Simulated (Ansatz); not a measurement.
B$_{2}$H$_{6}$OSi, SMILES `B[SiH](B)O`, 10 atoms. Total charge 0; spin multiplicity 1. All runs use 2 threads of an Intel Xeon Platinum 8259CL on a shared host. Correlated methods freeze the cores.

Question: How many basis functions does each run have, and how long does it take in Ansatz? RKS r2SCAN-D4/def2-TZVPP energy and forces; direct RPA on PBE orbitals/def2-TZVPP energy; RHF-MP2/def2-QZVPP energy; RKS ωB97M-V/def2-QZVPP energy; RKS ωB97M-V/def2-SVP energy; RKS PBE0-D4/def2-QZVPP energy; RKS PBE0-D4/def2-TZVP relaxation (11 steps); RHF-CCSD(T)/def2-TZVPP energy; RKS B97M-V/def2-TZVPP energy; RKS ωB97M-V/def2-TZVPP energy and forces; RKS PBE0-D4/def2-SVP energy; RKS PBE0-D4/def2-TZVP frequencies. (Best estimate.)

Answer: Computed: Other jobs shared the machine, so times are rough.

| level | job | functions | wall time | peak host memory (GiB) |
| --- | --- | --- | --- | --- |
| RKS PBE0-D4/def2-SVP | energy | 90 | 1.9 s | 0.18 |
| RKS ωB97M-V/def2-SVP | energy | 90 | 6.5 s | 0.26 |
| RKS r2SCAN-D4/def2-TZVPP | energy and forces | 219 | 9 s | 0.28 |
| direct RPA on PBE orbitals/def2-TZVPP | energy | 219 | 12 s | 0.47 |
| RKS PBE0-D4/def2-QZVPP | energy | 421 | 16 s | 1.1 |
| RKS B97M-V/def2-TZVPP | energy | 219 | 17 s | 0.33 |
| RKS ωB97M-V/def2-TZVPP | energy and forces | 219 | 19 s | 0.66 |
| RHF-MP2/def2-QZVPP | energy | 421 | 31 s | 2.1 |
| RKS ωB97M-V/def2-QZVPP | energy | 421 | 31 s | 1.4 |
| RHF-CCSD(T)/def2-TZVPP | energy | 219 | 71 s | 3.3 |
| RKS PBE0-D4/def2-TZVP | relaxation (11 steps) | 166 | 77 s | 0.36 |
| RKS PBE0-D4/def2-TZVP | frequencies | 166 | 3.1 min | 0.37 |
